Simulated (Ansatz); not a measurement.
Ansatz (a program for electronic structure) input (CCSD(T)/aug-cc-pV(T+d)Z):
A basis named .json is the Basis Set Exchange file of that set.

Ansatz 0.2 input:
```yaml
crystal:
  periodic: [false, false, false]
  atoms:
    - {symbol: N, position_ang: [-0.99401429, -1.40943847, -0.33383711]}
    - {symbol: Al, position_ang: [-0.00931359, 0.01894268, -0.00261122]}
    - {symbol: N, position_ang: [1.67622943, -0.12857893, 0.52268911]}
    - {symbol: O, position_ang: [-0.76432808, 1.52925101, -0.21469895]}
    - {symbol: H, position_ang: [-0.69036544, -2.36558258, -0.25414564]}
    - {symbol: H, position_ang: [-1.95449164, -1.36860401, -0.63386516]}
    - {symbol: H, position_ang: [2.16188781, -1.00026063, 0.66071753]}
    - {symbol: H, position_ang: [2.28990050, 0.64302709, 0.72720521]}
    - {symbol: H, position_ang: [-0.34673595, 2.37727901, -0.07033845]}
basis:
  gaussian:
    orbitals: aug-cc-pV_T+d_Z.json
total_charge: 1
magnetization: {spin_polarized: true, initial_magnetization: 1}
correlation: {method: ccsd_t, electrons: outside_noble_gas}
```

Output:

```
Functional definition: HF
integrals: 4.92 GiB planned
1771 factors; integrals over basis functions are off by at most 1.2e-3 eV
1.96 GiB of device memory are held for the factors and their scratch space
mean field: 1.73 GiB planned
mean field evaluation 1: about -11650.7267 eV, gradient 5.1e1 eV
mean field evaluation 2: about -11650.7271 eV, gradient 5.2e1 eV
mean field evaluation 4: about -11660.1990 eV, gradient 4.0e0 eV
mean field evaluation 8: about -11660.3849 eV, gradient 3.6e-1 eV
mean field evaluation 16: about -11660.8769 eV, gradient 9.3e-3 eV
mean field evaluation 32: about -11660.3781 eV, gradient 1.3e-1 eV
mean field evaluation 64: about -11660.7481 eV, gradient 3.1e-4 eV
mean field evaluation 96: about -11659.0934 eV, gradient 5.4e-1 eV
mean field evaluation 128: about -11660.7481 eV, gradient 6.7e-4 eV
mean field evaluation 160: about -11658.5285 eV, gradient 8.8e-3 eV
mean field evaluation 192: about -11659.3166 eV, gradient 2.6e-1 eV
mean field evaluation 224: about -11658.5248 eV, gradient 4.0e-1 eV
mean field evaluation 256: about -11659.0967 eV, gradient 9.9e-4 eV
mean field evaluation 288: about -11659.3173 eV, gradient 7.0e-2 eV
mean field evaluation 320: about -11660.6222 eV, gradient 1.8e0 eV
mean field evaluation 352: about -11656.0751 eV, gradient 1.4e-3 eV
mean field evaluation 384: about -11653.9888 eV, gradient 4.8e-1 eV
mean field evaluation 416: about -11656.4276 eV, gradient 6.8e-1 eV
mean field evaluation 448: about -11653.5315 eV, gradient 4.5e-2 eV
mean field evaluation 480: about -11659.0498 eV, gradient 1.7e-4 eV
mean field -11660.87683902 eV, -428.5293198079 hartree, gradient 1.6e-6 eV, S^2 0.759361; 14 other end points of the search recorded, 0 dependent functions left out
determinant -11660.87683902 eV, -428.5293198079 hartree, with singles and doubles -11681.12249847 eV, -429.2733340694 hartree
determinant -11660.74806360 eV, -428.5245873983 hartree, with singles and doubles -11681.04436075 eV, -429.2704625614 hartree
determinant -11660.37771844 eV, -428.5109774647 hartree, with singles and doubles -11681.14376211 eV, -429.2741154938 hartree
determinant -11659.31737153 eV, -428.4720104347 hartree, with singles and doubles -11680.27155563 eV, -429.2420624969 hartree
determinant -11659.09665255 eV, -428.4638991616 hartree, with singles and doubles -11679.01172645 eV, -429.1957646285 hartree
determinant -11659.04977498 eV, -428.4621764427 hartree, with singles and doubles -11679.46743651 eV, -429.2125116642 hartree
determinant -11658.52846584 eV, -428.4430186851 hartree, with singles and doubles -11678.42174704 eV, -429.1740832853 hartree
determinant -11660.87683902 eV, -428.5293198079 hartree, with singles and doubles -11680.93461143 eV, -429.2664293482 hartree
determinant -11660.74806360 eV, -428.5245873983 hartree, with singles and doubles -11680.85507201 eV, -429.2635063284 hartree
determinant -11660.37771844 eV, -428.5109774647 hartree, with singles and doubles -11680.96771725 eV, -429.2676459647 hartree
determinant -11660.87683902 eV, -428.5293198079 hartree, with singles and doubles -11680.98396508 eV, -429.2682430614 hartree
determinant -11660.74806360 eV, -428.5245873983 hartree, with singles and doubles -11680.93108785 eV, -429.2662998591 hartree
determinant -11660.37771844 eV, -428.5109774647 hartree, with singles and doubles -11680.97475164 eV, -429.2679044737 hartree
8 core orbitals not correlated
reference -11660.87683902 eV, -428.5293198079 hartree; 12, 11 occupied and 288, 289 virtual orbitals, 1771 factors
second order -19.33317050 eV of doubles, -0.00000000 eV of singles
coupled cluster: 38.23 GiB planned
cycle   1  -20.10712800 eV  change   -1.9e-6 eV  update   5.2e-6
perturbative correction -0.76598977 eV, -0.0281496049 hartree
Total energy: -11681.74995679 eV, -429.2963927377 hartree
```

This state (charge 1, doublet) is run at the relaxed geometry of the species with charge 0 and multiplicity 1.
